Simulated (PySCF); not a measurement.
# Ce(NO3)4 at several levels of theory

Computed with PySCF 2.14.0 (density fitting, no spin-orbit coupling) at the geometry relaxed with BP86:

```xyz
17
Ce(NO3)4 (singlet; a saddle point, relaxed within its symmetry)
Ce    0.0000    0.0000    0.0000
O     1.4386    0.3447    1.8832
O     1.4386    1.8832    0.3447
N     1.9402    1.4861    1.4861
O     2.7645    2.0992    2.0992
O    -1.4386   -0.3447    1.8832
O    -1.4386   -1.8832    0.3447
N    -1.9402   -1.4861    1.4861
O    -2.7645   -2.0992    2.0992
O     1.4386   -1.8832   -0.3447
O     1.4386   -0.3447   -1.8832
N     1.9402   -1.4861   -1.4861
O     2.7645   -2.0992   -2.0992
O    -1.4386    1.8832   -0.3447
O    -1.4386    0.3447   -1.8832
N    -1.9402    1.4861   -1.4861
O    -2.7645    2.0992   -2.0992
```

```tsv
level	basis	state	HOMO (eV)	gap (eV)	charge on Ce1 (e)	population of f-type functions on Ce1 (polarisation alone where 4f lies in the core)	dipole about the centre of mass (D)	largest force component (eV/Å)
BP86	Ce lcecp-2-SVP with ECP46, O def2-SVP, N def2-SVP	singlet	–	–	1.48	0.15	0.00	0.01
BLYP	the same	singlet	–	–	1.41	0.15	0.00	0.35
PBE	the same	singlet	–	–	1.46	0.15	0.00	0.15
PBE0	the same	singlet	–	–	1.77	0.15	0.00	1.44
```

In the lcecp rows the 4f levels are missing from HOMO and gap, and the state counts the valence alone.

Charges are Mulliken's, which hang on the basis. The relaxation used the grid (50, 194), these runs (75, 302) or, all-electron (x2c bases, spin-free X2C Hamiltonian), (99, 590).

Problem. What does M06-L with Ce lcecp-2-SVP with ECP46, O def2-SVP, N def2-SVP give here?

Solution. state singlet, charge on Ce1 (e) 1.90, population of f-type functions on Ce1 (polarisation alone where 4f lies in the core) 0.13, dipole about the centre of mass (D) 0.00, largest force component (eV/Å) 0.89. Time: 47 s on 4 threads of AMD EPYC 7R43 64-Core Processor (Zen 3) (shared host), from an already converged density.
